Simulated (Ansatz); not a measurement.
Two isomers of C3H5F3O: A = `COCC(F)(F)F`, B = `FCOCC(F)F`.

Calculated with Ansatz (gas phase, PBE0-D4/def2-TZVP geometries, no zero-point term in ΔE). CBS: MP2 limit from def2 TZ/QZ plus the TZ coupled-cluster correction, frozen cores. DFT in def2-TZVPP. B3LYP here is the variant with VWN-RPA as its local correlation; programs differ in this. One conformer a species, not always the lowest.

**Question.** Which is lower in electronic energy at CCSD(T)/CBS, and by how much? (Best estimate.)

**Answer.** Computed: A, by 19.1 kJ/mol.

**Question.** Give E(B) − E(A) in kJ/mol with MP2/def2-TZVPP, B3LYP, CCSD(T)/def2-TZVPP, B3LYP-D4, B2PLYP, ωB97M-V, PBE-D4. (Estimate.)

**Answer.** Computed: MP2/def2-TZVPP 21.1, B3LYP 15.5, CCSD(T)/def2-TZVPP 20.4, B3LYP-D4 16.9, B2PLYP 17.5, ωB97M-V 22.2, PBE-D4 19.2. None reverses the order clearly.

Largest T1 diagnostic: 0.012.
